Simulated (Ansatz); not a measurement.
Correlation energies of CuH2N (`[NH2][Cu]`) by basis set

```xyz
4

N    -0.2217    0.0217   -0.3477
Cu    0.4228    1.1553    0.9367
H    -0.7778   -0.6857    0.1312
H     0.5767   -0.4912   -0.7201
```

Total charge 0; spin multiplicity 1. Correlated methods include outer-core shells of Cu, which these sets cover unevenly. Scalar relativity is left out up to krypton. Geometry: relaxed with PBE0-D4/def2-TZVP. Frozen core, restricted reference, Ansatz.

```
     basis      HF (Eh)  MP2 corr.
  def2-SVP  -1694.22847   -0.57015
def2-TZVPP  -1694.53522   -1.09612
def2-QZVPP  -1694.57978   -1.13802
```

Question: Estimate the CCSD correlation energy and the (T) correction in each basis where they were run (hartree).

Answer: 
| basis | CCSD corr. | (T) |
| --- | --- | --- |
| def2-SVP | -0.53878 | -0.02044 |
| def2-TZVPP | -0.98536 | -0.03266 |
| def2-QZVPP | -1.02689 | -0.03989 |
